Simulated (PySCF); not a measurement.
Cartesian coordinates (Å):
```xyz
7

Cd     0.0140     0.0626     0.2256
N      0.9588    -1.7100     0.4537
H      0.2983    -2.4798     0.6344
H      1.5938    -1.6973     1.2642
N     -0.9992     1.7362    -0.2834
H     -0.4423     2.3562    -0.8891
H     -1.2348     2.3010     0.5447
```
Charge 0, spin multiplicity 1.

Q: What dipole moment, LUMO, HOMO–LUMO gap, HOMO, charge on the central atom (Mulliken) and total energy does PBE-D3(BJ)/def2-TZVP // PBE-D3(BJ)/def2-SVP (PySCF) give?

A: 
dipole moment: 1.66 D
LUMO: -1.50 eV
HOMO–LUMO gap: 3.91 eV
HOMO: -5.41 eV
charge on the central atom (Mulliken): 0.66 e
total energy: -279.5903 Ha
